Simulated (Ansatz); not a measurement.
Reaction (substitution at a C–Cl bond): `N[SiH2]C(O)Cl` + H–F → `N[SiH2]C(O)F` + HCl

Calculated with Ansatz (gas phase, PBE0-D4/def2-TZVP geometries, no zero-point term in ΔE). CCSD(T)/CBS is the MP2 limit (def2-TZVPP, def2-QZVPP) plus CCSD(T) − MP2 in def2-TZVPP, frozen cores. This one scheme is used for every species. Functionals use def2-TZVPP. B3LYP here is the variant with VWN-RPA as its local correlation; programs differ in this. Each species was taken in one conformer, which may not be the lowest.

```
             level  ΔE (kcal/mol)  difference from CCSD(T)/CBS
            PBE-D4            3.4                         -1.2
         r2SCAN-D4            2.6                         -2.0
          B3LYP-D4            2.4                         -2.2
           ωB97X-V            1.1                         -3.5
           ωB97M-V            2.0                         -2.6
             B3LYP            0.5                         -4.1
    MP2/def2-TZVPP            5.6                          1.0
SCS-MP2/def2-TZVPP            3.7                         -0.9
SCS-MP2/def2-QZVPP            4.5                         -0.1
     MP2/CBS(def2)            7.1                          2.5
       CCSD(T)/CBS            4.6                            0
```

Largest T1 diagnostic among the species: 0.012.

In def2-TZVPP, CCSD(T) changes the Hartree–Fock value by +4.4 kcal/mol (the triples alone add +0.9 kcal/mol) and MP2 by +6.8 kcal/mol. The D4 term adds +2.0 kcal/mol with B3LYP and +1.0 kcal/mol with PBE0; it sums over pairs of atoms, weighted by their polarisabilities, and B3LYP, whose exchange is more repulsive, gets the larger term.

CCSD(T)/CBS has its own doubt, a few kJ/mol and more with outer-core shells, so smaller differences from it don't rank the levels.
